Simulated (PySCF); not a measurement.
Sb(F)2(Et) (C₂H₅F₂Sb), SMILES [CH2]([Sb]([F])[F])C.

Geometry: PBE-D3(BJ)/def2-SVP. The structure was generated by enumeration; whether it is a known compound was not checked. The def2 effective core potentials stand for the cores of Sb; spin–orbit coupling is left out. Other conformers were not sampled.

Method: PBE-D3(BJ)/def2-SVP (PySCF 2.14.0).

Frequencies are harmonic and unscaled.

Computed harmonic wavenumbers and intensities:
```json
[
 {"mode": "1", "ν (cm⁻¹)": "60", "IR (km/mol)": "0.4", "moving atoms (share of kinetic energy)": "H 38 %, C 37 %, F 24 %"},
 {"mode": "2", "ν (cm⁻¹)": "145", "IR (km/mol)": "0.0", "moving atoms (share of kinetic energy)": "F 51 %, H 33 %, C 13 %"},
 {"mode": "3", "ν (cm⁻¹)": "151", "IR (km/mol)": "9.4", "moving atoms (share of kinetic energy)": "F 61 %, C 25 %, H 10 %"},
 {"mode": "4", "ν (cm⁻¹)": "191", "IR (km/mol)": "7.3", "moving atoms (share of kinetic energy)": "F 81 %, Sb 9 %"},
 {"mode": "5", "ν (cm⁻¹)": "236", "IR (km/mol)": "0.0", "moving atoms (share of kinetic energy)": "H 80 %, C 13 %"},
 {"mode": "6", "ν (cm⁻¹)": "286", "IR (km/mol)": "11.6", "moving atoms (share of kinetic energy)": "C 47 %, Sb 23 %, H 17 %, F 13 %"},
 {"mode": "7", "ν (cm⁻¹)": "471", "IR (km/mol)": "13.7", "moving atoms (share of kinetic energy)": "C 69 %, H 22 %, Sb 8 %"},
 {"mode": "8", "ν (cm⁻¹)": "593", "IR (km/mol)": "55.1", "moving atoms (share of kinetic energy)": "F 85 %, Sb 14 %"},
 {"mode": "9", "ν (cm⁻¹)": "600", "IR (km/mol)": "43.3", "moving atoms (share of kinetic energy)": "F 87 %, Sb 13 %"},
 {"mode": "10", "ν (cm⁻¹)": "660", "IR (km/mol)": "9.0", "moving atoms (share of kinetic energy)": "H 79 %, C 19 %"},
 {"mode": "11", "ν (cm⁻¹)": "909", "IR (km/mol)": "1.2", "moving atoms (share of kinetic energy)": "H 92 %, C 8 %"},
 {"mode": "12", "ν (cm⁻¹)": "929", "IR (km/mol)": "14.4", "moving atoms (share of kinetic energy)": "H 84 %, C 16 %"},
 {"mode": "13", "ν (cm⁻¹)": "1024", "IR (km/mol)": "12.9", "moving atoms (share of kinetic energy)": "C 76 %, H 24 %"},
 {"mode": "14", "ν (cm⁻¹)": "1161", "IR (km/mol)": "6.5", "moving atoms (share of kinetic energy)": "H 67 %, C 33 %"},
 {"mode": "15", "ν (cm⁻¹)": "1195", "IR (km/mol)": "0.2", "moving atoms (share of kinetic energy)": "H 76 %, C 24 %"},
 {"mode": "16", "ν (cm⁻¹)": "1334", "IR (km/mol)": "3.4", "moving atoms (share of kinetic energy)": "H 83 %, C 17 %"},
 {"mode": "17", "ν (cm⁻¹)": "1378", "IR (km/mol)": "1.5", "moving atoms (share of kinetic energy)": "H 89 %, C 11 %"},
 {"mode": "18", "ν (cm⁻¹)": "1413", "IR (km/mol)": "9.3", "moving atoms (share of kinetic energy)": "H 97 %"},
 {"mode": "19", "ν (cm⁻¹)": "1433", "IR (km/mol)": "4.5", "moving atoms (share of kinetic energy)": "H 96 %"},
 {"mode": "20", "ν (cm⁻¹)": "2971", "IR (km/mol)": "30.2", "moving atoms (share of kinetic energy)": "H 97 %"},
 {"mode": "21", "ν (cm⁻¹)": "2974", "IR (km/mol)": "11.2", "moving atoms (share of kinetic energy)": "H 95 %"},
 {"mode": "22", "ν (cm⁻¹)": "3032", "IR (km/mol)": "6.5", "moving atoms (share of kinetic energy)": "H 90 %, C 10 %"},
 {"mode": "23", "ν (cm⁻¹)": "3060", "IR (km/mol)": "7.1", "moving atoms (share of kinetic energy)": "H 91 %, C 9 %"},
 {"mode": "24", "ν (cm⁻¹)": "3078", "IR (km/mol)": "6.8", "moving atoms (share of kinetic energy)": "H 91 %, C 9 %"}
]
```
